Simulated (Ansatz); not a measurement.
Cost and result up the ladder for the cluster Ag₂H (3 atoms). The state is a doublet with charge 0. Geometry: r2SCAN-D4/def2-TZVP.

```tsv
atom	x (Å)	y (Å)	z (Å)
Ag1	0.1895	1.1268	-0.9884
Ag2	0.2328	-1.3239	0.6904
H3	-0.4223	0.1971	0.2980
```

Ansatz on 4 threads of Arm Neoverse V2 on a shared host. Times are rough, and most runs start from the orbitals of an earlier one. CAM-B3LYP-D4/def2-TZVP serves as the yardstick here, not as an exact answer. Differences are given only for rows in sets of like size (and for xTB, whose basis is part of the method), since another set adds its own error. Binding counts from free atoms at the same level (Ag doublet, H doublet; other spins of the atoms weren't run), without zero-point energy or a counterpoise term.

In the def2 sets Ag takes a core potential; there is no spin–orbit coupling. Correlated methods freeze no core orbitals; core or outer-core shells of Ag are correlated, in sets that lack core-valence functions. In CCSD on the charge 0 doublet the largest single amplitude is 0.36, so its Hartree–Fock determinant may place the open shell otherwise than the density functionals do. The structure comes from a short search, and lower isomers may exist.

Run but left out: HF/STO-3G (⟨S²⟩ 2.33, where a pure state has 0.75).

Correlated methods converge slowly with the basis.

```json
{"level": "HF/def2-TZVP", "functions": "86", "wall time": "0.9 s"}
{"level": "MP2/def2-TZVP", "functions": "86", "wall time": "0.9 s"}
{"level": "PBE-D4/def2-SVP", "functions": "67", "wall time": "0.91 s"}
{"level": "PBE-D4/def2-TZVP", "functions": "86", "wall time": "0.95 s"}
{"level": "PBE-D4/def2-TZVPD", "functions": "89", "wall time": "1.1 s"}
{"level": "revPBE-D4/def2-TZVP", "functions": "86", "wall time": "1.1 s"}
{"level": "PBE0-D4/def2-TZVPD", "functions": "89", "wall time": "1.3 s"}
{"level": "PBE0-D4/def2-SVP", "functions": "67", "wall time": "1.4 s"}
{"level": "CAM-B3LYP-D4/def2-TZVP", "functions": "86", "wall time": "1.6 s"}
{"level": "PBE0-D4/def2-TZVP", "functions": "86", "wall time": "1.6 s"}
{"level": "r2SCAN-D4/def2-TZVP (with forces)", "functions": "86", "wall time": "2.8 s"}
{"level": "r2SCAN-D4/def2-TZVPD", "functions": "89", "wall time": "2.8 s"}
{"level": "CCSD(T)/def2-TZVPD", "functions": "89", "wall time": "14 s"}
{"level": "CCSD(T)/def2-TZVPP", "functions": "126", "wall time": "44 s"}
```

Question: Estimate what each level gives for the binding energy per atom (eV).

Answer: 
```tsv
level	binding energy per atom (eV)	difference from CAM-B3LYP-D4/def2-TZVP (eV)
HF/def2-TZVP	0.34	-0.65
MP2/def2-TZVP	0.88	-0.11
PBE-D4/def2-SVP	1.11	–
PBE-D4/def2-TZVP	1.12	0.13
PBE-D4/def2-TZVPD	1.12	0.13
revPBE-D4/def2-TZVP	1.06	0.07
PBE0-D4/def2-TZVPD	1.00	0.01
PBE0-D4/def2-SVP	0.99	–
CAM-B3LYP-D4/def2-TZVP	0.99	0.00
PBE0-D4/def2-TZVP	1.00	0.01
r2SCAN-D4/def2-TZVP (with forces)	1.12	0.13
r2SCAN-D4/def2-TZVPD	1.12	0.14
CCSD(T)/def2-TZVPD	0.97	-0.02
CCSD(T)/def2-TZVPP	0.99	0.00
```
